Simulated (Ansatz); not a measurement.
`C[CH2][Mg][Cl]` + CH₃SH → `C[S][Mg][Cl]` + ethane at 400 K and 1 bar (ligand exchange at a Mg–C bond).

Program: Ansatz. Geometries: PBE0-D4/def2-TZVP. ΔE: electronic, gas phase. CBS: MP2 limit from def2 TZ/QZ plus the TZ coupled-cluster correction, frozen cores. This one scheme is used for every species. For Mg outer-core shells are correlated without core-valence functions, which leaves a few kJ/mol of doubt a bond. Each species was taken in one conformer, which may not be the lowest.

```tsv
species	CCSD(T)/CBS energy (Eh)	H − E (kJ/mol)	S (J/(mol·K))
`C[CH2][Mg][Cl]`	-738.85772	199.7	363.4
CH₃SH	-438.22835	138.7	269.4
`C[S][Mg][Cl]`	-1097.42002	134.3	376.6
`CC`	-79.71954	213.5	244.3
```

H − E and S are ideal-gas, rigid-rotor, harmonic terms from PBE0-D4/def2-TZVP, for one conformer and one mirror image of each species. 1 Eh = 2625.50 kJ/mol, R = 8.31446 J/(mol·K).

Problem. By hand: ΔE, ΔH, ΔS and ΔG.

Solution. ΔE = (-1097.42002) + (-79.71954) − (-738.85772) − (-438.22835) = -0.05349 Eh = -140.4 kJ/mol. Δ(H − E) = 134.3 + 213.5 − 199.7 − 138.7 = 9.4, so ΔH = -131.0 kJ/mol. ΔS = 376.6 + 244.3 − 363.4 − 269.4 = -11.9 J/(mol·K). ΔG = -131.0 − 400 × (-11.9)/1000 = -126.2 kJ/mol.

Problem. By hand: the equilibrium constant, and the temperature at which ΔG would vanish if ΔH and ΔS stayed fixed.

Solution. log₁₀ K = −ΔG/(RT ln 10) = 16.5. ΔG = 0 at ΔH/ΔS = 11008 K, far beyond where these terms or the molecules hold.

The number of gas molecules stays the same, so ΔS is small and ΔH decides. A doubt of 5 kJ/mol in ΔE shifts log₁₀ K by 0.7 here. Other conformers and mirror images would add mixing entropy, several J/(mol·K) or more a flexible species. These are equilibria of isolated gas molecules and say nothing of rates. Largest T1 diagnostic: 0.009 (customary marks: 0.02 for closed shells, 0.045 for open ones).
